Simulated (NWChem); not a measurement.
Species: CH₂AlNO₂; SMILES O=C=[N][AlH][OH]

```xyz
7

Al    -0.4035    -1.1559    -0.1268
H     -1.5177    -1.7961    -1.0322
N     -0.0697     0.5831    -0.2121
C      0.1766     1.7581    -0.2305
O      0.4105     2.9025    -0.2538
O      0.5396    -2.0387     0.9693
H      0.4881    -2.9800     1.1397
```
Atoms are numbered in this order, from 1.

All runs use the structure optimised with PBE0/def2-SVP.

**Question.** Give the principal values of the shielding tensors (ppm) of Al1, N3, C4, O5, O6 from B3LYP/6-311G** (spherical d), GIAO (NWChem), with their diamagnetic and paramagnetic parts as GIAO splits them.

**Answer.** 
```json
[
 {"atom": "Al1", "σ11": "409.3", "σ22": "433.3", "σ33": "492.3", "isotropic": "445.0", "diamagnetic": "797.4", "paramagnetic": "-352.5"},
 {"atom": "N3", "σ11": "148.0", "σ22": "153.8", "σ33": "342.3", "isotropic": "214.7", "diamagnetic": "327.4", "paramagnetic": "-112.7"},
 {"atom": "C4", "σ11": "-53.1", "σ22": "-51.6", "σ33": "283.5", "isotropic": "59.6", "diamagnetic": "259.0", "paramagnetic": "-199.5"},
 {"atom": "O5", "σ11": "94.5", "σ22": "111.9", "σ33": "396.6", "isotropic": "201.0", "diamagnetic": "399.2", "paramagnetic": "-198.1"},
 {"atom": "O6", "σ11": "180.4", "σ22": "297.9", "σ33": "334.6", "isotropic": "271.0", "diamagnetic": "387.4", "paramagnetic": "-116.4"}
]
```
